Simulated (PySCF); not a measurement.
Si(H)(Me)3 (C3H10Si), SMILES [SiH](C)(C)C. Atoms are numbered in the order given.

```xyz
14

Si     0.0000     0.0000     0.3802
C     -1.5440     0.8914    -0.2239
C      1.5440     0.8914    -0.2239
C      0.0000    -1.7828    -0.2239
H      0.0000     0.0000     1.8815
H     -1.5784     0.9113    -1.3251
H     -2.4578     0.3915     0.1335
H     -1.5679     1.9328     0.1335
H      2.4578     0.3915     0.1335
H      1.5784     0.9113    -1.3251
H      1.5679     1.9328     0.1335
H      0.0000    -1.8226    -1.3251
H     -0.8899    -2.3243     0.1335
H      0.8899    -2.3243     0.1335
```
Charge 0, spin multiplicity 1.

Geometry: PBE0-D3(BJ)/def2-SVP. The isomer is the one that the SMILES or the coordinates give; other isomers of the formula were not compared.

These are PBE0/def2-TZVP (PySCF) values and carry that method's errors.

Symmetry labels are those of the subgroup Cs that the program uses (full group C3v).

Computed valence orbital energies around the gap with their symmetry:
```tsv
orbital	symmetry	energy (eV)
HOMO−7	A"	-11.40
HOMO−6	A'	-11.40
HOMO−5	A'	-10.93
HOMO−4	A"	-10.93
HOMO−3	A"	-10.66
HOMO−2	A'	-8.63
HOMO−1	A'	-8.53
HOMO	A"	-8.53
LUMO	A'	1.07
LUMO+1	A"	1.53
LUMO+2	A'	1.53
LUMO+3	A'	2.37
```
